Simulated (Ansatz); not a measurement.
Cost and result for the atomization energy of H$_{6}$OSeSi$_{2}$ (`O[SiH]([SiH3])[SeH]`) (10 atoms, 9 bonds).

Z-matrix (Å, degrees):
```
Si
Si 1 2.341
Se 1 2.287 2 106.7
O 1 1.648 2 113.1 3 -125.6
H 1 1.482 2 113.4 3 115.2
H 2 1.490 1 108.4 3 55.8
H 2 1.487 1 109.8 3 -62.9
H 2 1.488 1 112.0 3 175.5
H 3 1.469 1 93.3 2 -34.1
H 4 0.959 1 117.6 2 71.5
```

Total charge 0; spin multiplicity 1. Correlated methods include outer-core shells of Se, which these sets cover unevenly. Scalar relativity is left out up to krypton. All single points use the PBE0-D4/def2-TZVP geometry. It is one conformer, not always the lowest. Program: Ansatz. All runs use 4 threads of an Arm Neoverse V1 on a shared host. Times are those of one run each, without the atoms' runs, and a repeat can differ threefold. Electronic energies, without spin–orbit coupling; frozen cores. CCSD(T)/CBS adds CCSD(T) − MP2 in def2-TZVPP to the MP2 limit, and its time is that of the two runs behind it. T1 = 0.011. With those shells the extrapolation isn't a true limit. B3LYP takes the VWN-RPA correlation (the form of Gaussian; ORCA's B3LYP/G).

CCSD(T)/CBS is a level of theory with its own doubt, some kJ/mol a heavy atom from the limit and from the frozen cores, so smaller differences don't rank the functionals.

| level | functions | wall time | atomization (kcal/mol) | difference from CCSD(T)/CBS | per bond |
| --- | --- | --- | --- | --- | --- |
| PBE-D4/def2-TZVPP (with forces) | 247 | 2.9 s | 738.1 | -5.8 | -0.6 |
| PBE0-D4/def2-TZVPP | 247 | 4 s | 729.7 | -14.2 | -1.6 |
| r2SCAN-D4/def2-TZVPP (with forces) | 247 | 5.5 s | 740.3 | -3.6 | -0.4 |
| B3LYP-D4/def2-TZVPP (with forces) | 247 | 6 s | 736.2 | -7.7 | -0.9 |
| B2PLYP/def2-TZVPP | 247 | 6.5 s | 726.4 | -17.5 | -1.9 |
| ωB97X-V/def2-TZVPP | 247 | 9.5 s | 744.5 | 0.6 | 0.1 |
| ωB97M-V/def2-TZVPP (with forces) | 247 | 13 s | 737.8 | -6.1 | -0.7 |
| MP2/def2-QZVPP | 466 | 29 s | 736.9 | -7.0 | -0.8 |
| CCSD(T)/def2-TZVPP | 247 | 3.1 min | 720.3 | -23.6 | -2.6 |
| CCSD(T)/CBS(def2) | – | 3.5 min | 743.9 | 0.0 | 0.0 |

In def2-TZVPP, CCSD(T) changes the Hartree–Fock value by +185.4 kcal/mol (the triples alone add +9.8 kcal/mol) and MP2 by +188.0 kcal/mol; breaking electron pairs costs correlation energy, which Hartree–Fock lacks. The D4 term adds +9.8 kcal/mol with B3LYP and +5.2 kcal/mol with PBE0; it sums over pairs of atoms, weighted by their polarisabilities, and B3LYP, whose exchange is more repulsive, gets the larger term. From PBE to PBE0 (25 % exact exchange), in def2-TZVPP and without D4, the atomization energy moves by −7.5 kcal/mol: exact exchange takes away binding that semilocal exchange gives to molecules.
